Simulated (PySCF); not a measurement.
Compound: C₆H₉ClSi.
SMILES with atom numbers: `[CH2:1]=[C:2]=[C:3]1[CH2:4][CH2:5][CH2:6][Si@@H:7]1[Cl:8]`

NICS is the negative of the GIAO shielding at a point without a nucleus: at the ring centre (0) and 1 Å above and below it (1); zz is the component along the ring normal. Level: GIAO PBE0/pcSseg-1 (PySCF, non-relativistic, gas phase) on the GFN2-xTB geometry, one conformer.

Ring bond lengths (Å), with Mayer bond orders in brackets: C3–C4 1.515 (1.01), C4–C5 1.528 (1.01), C5–C6 1.530 (1.02), C6–Si7 1.905 (0.91), Si7–C3 1.891 (0.81).

**Question.** Give the NICS values of each ring in ppm.

**Answer.** 
```tsv
ring	type	NICS(0)	NICS(1), two faces	NICS(1)zz, two faces	rms pucker (Å)	centre to ring atoms, mean (Å)
C3–C4–C5–C6–Si7	5-membered ring with Si; formal bonds all single	-4.5	-4.1 / -3.1	-2.8 / -0.2	0.18	1.40
```

**Question.** What can be read from them?

**Answer.** 
- C3–C4–C5–C6–Si7: mean NICS(1)zz -1.5 ppm, near zero. C4, C5, C6, Si7 have four or more neighbours; no verdict on aromaticity is drawn.

**Question.** At the first NICS(1) probe listed for ring C3–C4–C5–C6–Si7, 1 Å off the ring, what do the in-plane components average?

**Answer.** The isotropic value is a third of the trace: (3 × -4.1 − (-2.8))/2 = -4.8 ppm.

**Question.** Give the inner angles of the rings and the Hirshfeld charges of the ring atoms.

**Answer.** 
- C3–C4–C5–C6–Si7: C3 108.7° (-0.113 e), C4 108.1° (-0.066 e), C5 108.7° (-0.066 e), C6 104.2° (-0.163 e), Si7 91.9° (+0.362 e); sum 521.6° against 540° for a flat convex ring.
